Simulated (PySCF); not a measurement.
TDDFT excited states: C6H5FSSi

Species: C6H5FSSi.
Cartesian coordinates in Å at the PBE0-D3(BJ)/def2-SVP level; atoms count from 1:
```xyz
14
C6H5FSSi angstrom
C      3.2562    1.1825   -1.5168
C      2.5286    0.3520   -1.0057
Si     1.4200   -0.9131   -0.2929
F      1.7479   -1.0767    1.2911
C     -0.3510   -0.3898   -0.3859
C     -1.2104   -0.2695    0.6880
C     -2.5217    0.1294    0.3158
C     -2.6455    0.3065   -1.0386
S     -1.1722   -0.0065   -1.8539
H      3.8983    1.9213   -1.9638
H      1.6916   -2.2170   -0.9486
H     -0.8970   -0.4643    1.7151
H     -3.3411    0.2811    1.0197
H     -3.5292    0.6098   -1.5994
```

Level of theory: TDDFT B3LYP/def2-SVPD, vertical, gas phase, core orbitals frozen in the response in PySCF.

| state | E (eV) | λ (nm) | f | main configurations (H = HOMO, L = LUMO) |
| --- | --- | --- | --- | --- |
| S1 | 5.09 | 243.5 | 0.0007 | H→L+1 (97%) |
| S2 | 5.36 | 231.5 | 0.151 | H→L (77%), H-1→L (14%) |
| S3 | 5.47 | 226.7 | 0.0015 | H-1→L+1 (97%) |
| S4 | 5.55 | 223.4 | 0.100 | H-1→L (73%), H→L (15%) |
| S5 | 5.69 | 218.0 | 0.0006 | H-2→L+1 (92%) |
| S6 | 5.92 | 209.4 | 0.010 | H→L+2 (79%), H-3→L+1 (10%) |

The lowest singlet comes at 243 nm (491 kJ/mol) in the ultraviolet; it is very weak; its leading configuration is HOMO→LUMO+1 (97%). The most intense listed level is S2 at 5.36 eV (232 nm, f = 0.151), 0.26 eV above S1. Löwdin shares by element: HOMO carbon 83% or more (atoms not listed hold the other 17%); LUMO carbon 52% or more, sulfur 19% (atoms not listed hold the other 28%). The listed states span 0.83 eV, and the widest gap between neighbours is 0.26 eV (S1 to S2). The oscillator strengths of these states sum to 0.264; summed over the whole spectrum of an exact calculation they would give the number of electrons, 80 (Thomas–Reiche–Kuhn). Weighted by f, the mean energy of these states is 5.45 eV. The window holds the lowest 6 singlets.

One conformer stands for the species.
